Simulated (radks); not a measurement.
Effect of the nuclear size on neutral thallium, [Hg] 6p1. Method: Dirac Kohn-Sham, LDA (Slater exchange, Perdew-Wang correlation), spin-unpolarised, spherical densities, finite nucleus; open shells fill j = l - 1/2 first; Fermi nuclear charge, rms radius 5.4759 fm; computed with a radial shooting solver on a logarithmic mesh with Libxc functionals. The rms radius is varied about that value; shifts are against it.

rms radius (fm)  total energy shift (eV)  density at nucleus (e/bohr^3)  1s1/2 shift (meV)  2s1/2 shift (meV)  5s1/2 shift (meV)  5p1/2 shift (meV)  6s1/2 shift (meV)  6p1/2 shift (meV)  7s1/2 (empty) shift (meV)
4.6271                             -34.1                      2.698e+06             -13600              -2050              -24.0              0.523              -2.01              0.365                     -0.142
5.2569                             -9.11                      2.556e+06              -3640               -547              -6.42              0.139             -0.537              0.097                     -0.038
5.4759                                 0                      2.512e+06              0.000              0.000              0.000              0.000              0.000              0.000                      0.000
5.6621                              7.91                      2.477e+06               3160                475               5.58             -0.121              0.466             -0.085                      0.033
6.5766                              49.0                      2.325e+06              19500               2940               34.5             -0.741               2.88             -0.523                      0.203

Slopes of the eigenvalues against <r^2> in GHz/fm^2, as finite differences over the two radii next to the reference (eigenvalue slopes, not the field-shift constants of lines): 1s1/2 371000, 2s1/2 55900, 5s1/2 655, 5p1/2 -14.2, 6s1/2 54.8, 6p1/2 -9.95, 7s1/2 (empty) 3.86.
